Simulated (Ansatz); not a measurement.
Z-matrix (Å, degrees):
```
Ge
N 1 1.866
C 1 1.944 2 107.3
H 1 1.550 2 109.2 3 121.5
H 1 1.539 2 106.8 3 -119.5
C 2 1.257 1 119.6 3 -121.9
H 3 1.091 1 110.1 2 63.5
H 3 1.090 1 109.6 2 -56.1
H 3 1.091 1 110.6 2 -176.2
H 6 1.103 2 125.0 1 -0.7
H 6 1.097 2 119.8 1 179.3
```

The species carries charge 0 and has multiplicity 1.

**Question.** List the r2SCAN/def2-TZVPP orbital energies in eV (the Gaussian-basis code of Ansatz). (Estimate.)

**Answer.** Computed: Occupied: -10834.09, -1349.17, -1199.22, -1199.21, -1199.21, -385.08, -274.34, -272.93, -167.38, -117.10, -117.06, -117.04, -30.44, -30.38, -30.35, -30.31, -30.29, -23.32, -18.26, -15.65, -13.57, -11.54, -10.69, -10.44, -9.80, -9.00, -8.15, -7.72, -5.82. Lowest empty: -1.45, 0.63, 1.08, 1.29, 2.05, 2.39, 2.62, 3.29.
